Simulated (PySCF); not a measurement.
## Relaxation of doublet GaHF

These are results of UPBE0/[Ga def2-TZVP, H def2-TZVP, F def2-TZVP], no relativity, density fitting, PySCF, not measurements. A (50,194) grid was used.

A start displaced from a saddle point along its imaginary mode, of Cs symmetry, held to at least that symmetry:

```xyz
3
charge 0 multiplicity 2, angstrom
Ga    0.0036    0.0000   -0.3640
H    -0.1200    0.0000   -2.2236
F    -0.0066    0.0000    1.4387
```

(1) What forces act on the atoms at the start (eV/Å)?

(2) What does it relax to?

(3) How much energy is released, and in how many steps?

Answers

(1) 
```tsv
atom	Fx	Fy	Fz
Ga1	0.36	0.00	-0.03
H2	-0.17	0.00	0.07
F3	-0.18	0.00	-0.04
```

(2) It ends at Cs with Ga–F 1.767 Å, Ga–H 1.610 Å; F–Ga–H 114.2° (after a last refinement on a finer grid). A frequency run shows a minimum. Other isomers or separated fragments may lie lower.

(3) 91.4 kJ/mol in 9 steps.

The relaxation took 23 s on 2 threads of a shared Arm Neoverse N1 host, with 85 basis functions and 10 gradients; the process peaked at 0.81 GiB.
